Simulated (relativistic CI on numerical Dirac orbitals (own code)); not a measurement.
## The 4d ions of charge 4+

Calculated at this level of theory: Dirac-Coulomb-Breit CI, orbitals from a KLI potential per configuration, model QED (radiative potential, 1s self-energy scaled to tabulated hydrogen-like ionisation energies), valence Slater integrals scaled by 0.85 (own radial code, finite nucleus).

Each species is treated in one configuration, given outside its closed core, with all valence electrons in the open shell. Radial values are for the open shell of highest l, unscaled and averaged over j; ζ includes the Breit term. Labels give the leading LS character, summed over repeated terms.

| Ion | Configuration | Its lowest level | LS weight (%) | g_J | g√(J(J+1)) | F² (cm⁻¹) | F⁴ (cm⁻¹) | ⟨r⟩ (bohr) | ⟨r²⟩ (bohr²) |
| --- | --- | --- | --- | --- | --- | --- | --- | --- | --- |
| Nb⁴⁺ | 4d | 2D_3/2 | 100 | 0.799 | 1.55 |  |  | 1.612 | 3.004 |
| Mo⁴⁺ | 4d2 | 3F_2 | 99 | 0.670 | 1.64 | 66780 | 44150 | 1.523 | 2.686 |
| Tc⁴⁺ | 4d3 | 4F_3/2 | 99 | 0.404 | 0.78 | 70290 | 46470 | 1.443 | 2.418 |
| Ru⁴⁺ | 4d4 | 5D_0 | 97 |  | 0.00 | 73770 | 48760 | 1.372 | 2.189 |
| Rh⁴⁺ | 4d5 | 6S_5/2 | 99 | 1.997 | 5.91 | 77220 | 51030 | 1.309 | 1.994 |
| Pd⁴⁺ | 4d6 | 5D_4 | 97 | 1.494 | 6.68 | 80630 | 53280 | 1.251 | 1.825 |
| Ag⁴⁺ | 4d7 | ? | ? | ? | ? | ? | ? | ? | ? |
| Cd⁴⁺ | 4d8 | 3F_4 | 99 | 1.247 | 5.58 | 87360 | 57710 | 1.152 | 1.55 |

(1) Fill in the row of Ag⁴⁺.

## Answers

(1) Its lowest level 4F_9/2; LS weight (%) 96; g_J 1.325; g√(J(J+1)) 6.59; F² (cm⁻¹) 84010; F⁴ (cm⁻¹) 55500; ⟨r⟩ (bohr) 1.199; ⟨r²⟩ (bohr²) 1.678.
